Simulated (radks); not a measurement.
Effect of the nuclear size on neutral thulium, [Xe] 4f13 6s2. Calculated with a radial shooting solver on a logarithmic mesh with Libxc functionals: Dirac Kohn-Sham, exchange-only LDA, spin-unpolarised, spherical densities, finite nucleus; open shells are shared between the two j in proportion to 2j + 1; Fermi nuclear charge, rms radius 5.2256 fm. The rms radius is varied about that value; shifts are against it.

\begin{tabular}{lrrrrrrrrr}
rms radius (fm) & total energy shift (eV) & density at nucleus (e/bohr^3) & 1s1/2 shift (meV) & 2s1/2 shift (meV) & 4p1/2 shift (meV) & 5s1/2 shift (meV) & 5p1/2 shift (meV) & 6s1/2 shift (meV) & 4f7/2 shift (meV) \\ \hline
4.4418 & -9.74 & 9.928e+05 & -3990 & -537 & 0.212 & -4.12 & 0.392 & -0.147 & 0.683 \\
5.0375 & -2.44 & 9.562e+05 & -998 & -134 & 0.053 & -1.03 & 0.098 & -0.037 & 0.171 \\
5.2256 & 0 & 9.458e+05 & 0.000 & 0.000 & 0.000 & 0.000 & 0.000 & 0.000 & 0.000 \\
5.7116 & 6.59 & 9.211e+05 & 2700 & 363 & -0.141 & 2.79 & -0.265 & 0.100 & -0.462 \\
5.9467 & 9.93 & 9.1e+05 & 4060 & 547 & -0.212 & 4.20 & -0.399 & 0.150 & -0.696 \\
\end{tabular}

Slopes of the eigenvalues against <r^2> in GHz/fm^2, as finite differences over the two radii next to the reference (eigenvalue slopes, not the field-shift constants of lines): 1s1/2 123000, 2s1/2 16600, 4p1/2 -6.47, 5s1/2 128, 5p1/2 -12.1, 6s1/2 4.56, 4f7/2 -21.1.
